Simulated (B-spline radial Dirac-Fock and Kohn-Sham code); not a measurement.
## Photoabsorption cross section of Co¹³⁺ by shell

System: cobalt as Co¹³⁺, configuration [Ne] 3s2 3p2.

Input file task.json (cfg lists n, l and occupation; rrms is the nuclear radius in fm):

```json
{"items": [{
  "Z": 27,
  "q": 13,
  "cfg": [[1, 0, 2], [2, 0, 2], [2, 1, 6], [3, 0, 2], [3, 1, 2]],
  "A": 59,
  "rrms": 3.7875,
  "do": ["binding", "quiet", "photo"],
  "hv": [37.4, 40.81, 49.5, 60, 229.0, 300, 605.0, 1000, 1960.0, 2140.0, 8047.8, 15700.0, 17479.3, 27900.0, 150000, 200000]
}]}
```

Command: `python xray_run.py task.json out`

These are calculated numbers from a radial atomic solver; the model is the independent-particle Dirac-Slater model, thresholds from Dirac-Fock.

Computed thresholds (eV): K 8148.6, L1 1353.5, L2 1220.6, L3 1205.9, M1 443.1, M2 407.4, M3 404.5.

| photon energy (eV) | total (b) | K (%) | L (%) | M (%) |
| --- | --- | --- | --- | --- |
| 605 | 207900 | – | – | 100.0 |
| 1000 | 72080 | – | – | 100.0 |
| 1960 | 184400 | – | 91.2 | 8.8 |
| 2140 | 146800 | – | 91.0 | 9.0 |
| 8047.8 | 4035 | – | 87.4 | 12.6 |
| 15700 | 5349 | 88.7 | 9.7 | 1.6 |
| 17479.3 | 3966 | 88.8 | 9.6 | 1.6 |
| 27900 | 1043 | 89.2 | 9.2 | 1.6 |
| 150000 | 6.476 | 89.4 | 8.8 | 1.7 |
| 200000 | 2.693 | 89.4 | 8.8 | 1.8 |

Task: With what power of the photon energy does the total fall between 150000 and 200000 eV?

Result: As E^-3.05. The non-relativistic Born limit for an s electron far above threshold is E^-3.5; near threshold and at relativistic energies the fall is slower.
